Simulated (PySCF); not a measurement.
Molecule: SMILES [SiH3]S[SiH2]Cl, ClH$_{5}$SSi$_{2}$.

Bonds (- single, = double, # triple, : aromatic): Si1-S2 2.162 Å, S2-Si3 2.131 Å, Si3-Cl4 2.072 Å. Si1 carries H5, H6, H7; Si3 carries H8, H9.

Geometry PBE0-D3(BJ)/def2-SVP throughout; GIAO in PySCF, gas phase, one conformer, non-relativistic; equivalent atoms averaged; functional PBE0.

(1) How do the shifts δ (against TMS, CS2, HCl at the same level) depend on the basis set? (ppm; last column core-seconds on shared hosts with different chips, so compare them loosely)

(2) Which nucleus moves most, in ppm?

(3) Taking the largest basis, pcSseg-2 (242 functions), as the yardstick, rank the others by their worst heavy-atom deviation.

## Answers

(1) 
| basis set | functions | Si3 | Si1 | S2 | Cl4 | H8/H9 | H5/H6/H7 | core-s |
| --- | --- | --- | --- | --- | --- | --- | --- | --- |
| STO-3G | 41 | 4.4 | -45.6 | -374.9 | -161.5 | 2.97 | 2.01 | 2.5 |
| 6-31G | 62 | 40.9 | -19.9 | -279.7 | -49.1 | 5.41 | 4.42 | 4.7 |
| pcSseg-0 | 62 | 8.5 | -77.5 | -349.0 | -52.0 | 5.99 | 4.65 | 3.6 |
| 6-31G* | 82 | 28.0 | -15.8 | -244.7 | -16.9 | 5.70 | 4.81 | 6 |
| def2-SVP | 97 | 1.7 | -48.2 | -241.2 | 9.4 | 5.75 | 4.70 | 5.7 |
| cc-pVDZ | 97 | 6.1 | -40.6 | -246.2 | 9.5 | 5.71 | 4.70 | 6.7 |
| pcSseg-1 | 121 | 4.7 | -48.2 | -265.4 | 17.7 | 5.65 | 4.70 | 8.2 |
| aug-cc-pVDZ | 153 | -4.4 | -51.0 | -230.3 | 23.4 | 5.99 | 4.90 | 12 |
| 6-311+G(2d,p) | 170 | 0.3 | -50.3 | -233.4 | 41.3 | 6.02 | 5.00 | 14 |
| def2-TZVP | 178 | -3.1 | -52.8 | -248.5 | 23.5 | 6.00 | 4.99 | 15 |
| cc-pVTZ | 206 | 0.1 | -47.2 | -242.3 | 23.4 | 5.81 | 4.78 | 20 |
| IGLO-III | 226 | -5.8 | -54.5 | -228.6 | 31.5 | 5.88 | 4.91 | 20 |
| pcSseg-2 | 242 | -2.2 | -52.2 | -243.2 | 25.1 | 5.68 | 4.72 | 17 |

(2) Cl4 (chlorine bonded to Si): from -161.5 ppm with STO-3G to 41.3 ppm with 6-311+G(2d,p). The smallest spread is 2.99 ppm, at H5/H6/H7.

(3) cc-pVTZ 5.0 ppm (206 functions), def2-TZVP 5.2 ppm (178 functions), aug-cc-pVDZ 12.9 ppm (153 functions), IGLO-III 14.6 ppm (226 functions), cc-pVDZ 15.6 ppm (97 functions), def2-SVP 15.6 ppm (97 functions), 6-311+G(2d,p) 16.2 ppm (170 functions), pcSseg-1 22.2 ppm (121 functions), 6-31G* 41.9 ppm (82 functions), 6-31G 74.1 ppm (62 functions), pcSseg-0 105.7 ppm (62 functions), STO-3G 186.6 ppm (41 functions).

A small basis that lands close on one nucleus may do so by chance; judge by the trend and by all nuclei.
